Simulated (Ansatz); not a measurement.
Cost and result for the atomization energy of `C[Si](O)(O)S` (11 atoms, 10 bonds).

```xyz
11

C     0.527    0.298   -1.308
Si   -0.189    0.113    0.386
O    -1.672    0.793    0.567
O     0.837    0.886    1.395
S    -0.477   -1.949    0.916
H     0.638    1.359   -1.546
H    -0.118   -0.163   -2.059
H     1.513   -0.169   -1.369
H    -2.427    0.321    0.214
H     0.640    0.848    2.332
H     0.729   -2.338    0.471
```

Total charge 0; spin multiplicity 1. The structure was optimised at the PBE0-D4/def2-TZVP level. It is one conformer, not always the lowest. Program: Ansatz. All runs use 4 threads of an Intel Xeon Platinum 8488C on a shared host. Times are those of one run each, without the atoms' runs, and a repeat can differ threefold. Electronic energies, without spin–orbit coupling; frozen cores. CCSD(T)/CBS adds CCSD(T) − MP2 in def2-TZVPP to the MP2 limit, and its time is that of the two runs behind it. T1 = 0.011. HSE06 is the plane-wave form, built on full-range PBE exchange.

CCSD(T)/CBS is a level of theory with its own doubt, some kJ/mol a heavy atom from the limit and from the frozen cores, so smaller differences don't rank the functionals.

```tsv
level	functions	wall time	atomization (kJ/mol)	difference from CCSD(T)/CBS	per bond
revPBE-D4/def2-TZVPP	261	1.4 s	4123.5	-74.2	-7.4
PBE0-D4/def2-TZVPP	261	2.3 s	4152.8	-44.9	-4.5
HSE06-D4/def2-TZVPP	261	2.6 s	4155.7	-42.0	-4.2
CAM-B3LYP-D4/def2-TZVPP	261	2.7 s	4183.2	-14.5	-1.4
CCSD(T)/def2-SVP	108	3.1 s	3856.2	-341.5	-34.1
r2SCANh-D4/def2-TZVPP	261	3.4 s	4161.9	-35.8	-3.6
B2PLYP/def2-TZVPP	261	4 s	4122.8	-74.9	-7.5
PBE-QIDH/def2-TZVPP	261	4 s	4136.8	-60.9	-6.1
ωB97X-V/def2-TZVPP	261	5.5 s	4190.6	-7.1	-0.7
ωB97M-V/def2-TZVPP (with forces)	261	7.5 s	4199.9	2.2	0.2
MP2/def2-QZVPP	491	16 s	4230.0	32.3	3.2
CCSD(T)/def2-TZVPP	261	90 s	4072.1	-125.6	-12.6
CCSD(T)/CBS(def2)	–	110 s	4197.7	0.0	0.0
```

In def2-TZVPP, CCSD(T) changes the Hartree–Fock value by +1055.9 kJ/mol (the triples alone add +61.4 kJ/mol) and MP2 by +1139.1 kJ/mol; breaking electron pairs costs correlation energy, which Hartree–Fock lacks. The D4 term adds +41.5 kJ/mol with B3LYP and +21.8 kJ/mol with PBE0; it sums over pairs of atoms, weighted by their polarisabilities, and B3LYP, whose exchange is more repulsive, gets the larger term. From r2SCAN to r2SCAN0 (25 % exact exchange), in def2-TZVPP and without D4, the atomization energy moves by −72.5 kJ/mol: exact exchange takes away binding that semilocal exchange gives to molecules.

B3LYP here is the variant with VWN-RPA as its local correlation; programs differ in this.
